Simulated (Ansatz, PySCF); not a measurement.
Members of the series CXY, Y = amino; each row names its spin state. Isolated molecules, 0 K electronic values unless said otherwise. One relaxed conformer stands for each flexible species; it need not be the lowest. Strings in code marks are SMILES.

Quantity: adiabatic spin-state energy, in eV. HF references are unrestricted for open shells and restricted for singlets. The restricted reference of `N[C][SiH3]` is unstable towards unrestricted orbitals.

Level 1: frozen-core CCSD(T)/6-31g // PBE0-D3(BJ)/def2-TZVP (Ansatz, a program for electronic structure)
Level 2: LDA/cc-pVTZ // PBE0-D3(BJ)/def2-TZVP (Ansatz)
Level 3: PBE-D3(BJ)/def2-TZVP // PBE0-D3(BJ)/def2-TZVP (PySCF)
Level 4: B3LYP/6-311+G** // PBE0-D3(BJ)/def2-TZVP (PySCF)

```tsv
species	level 2	level 3	level 4
`N[C]S`: multiplicity 3 minus multiplicity 1	1.92	1.74	1.74
`N[C][SiH3]`: multiplicity 3 minus multiplicity 1	1.19	1.02	1.04
`B[C]N`: multiplicity 3 minus multiplicity 1	1.73	1.46	1.44
`N[C][AlH2]`: multiplicity 3 minus multiplicity 1	0.98	0.79	0.80
`[CH]N`: multiplicity 3 minus multiplicity 1	1.52	1.36	1.41
`N[C]N`: multiplicity 3 minus multiplicity 1	2.49	2.27	2.30
```

Task: What does level 1 give for each?

Result: 
- `N[C]S`: multiplicity 3 minus multiplicity 1: 1.50
- `N[C][SiH3]`: multiplicity 3 minus multiplicity 1: 0.90
- `B[C]N`: multiplicity 3 minus multiplicity 1: 1.42
- `N[C][AlH2]`: multiplicity 3 minus multiplicity 1: 0.90
- `[CH]N`: multiplicity 3 minus multiplicity 1: 1.14
- `N[C]N`: multiplicity 3 minus multiplicity 1: 2.22
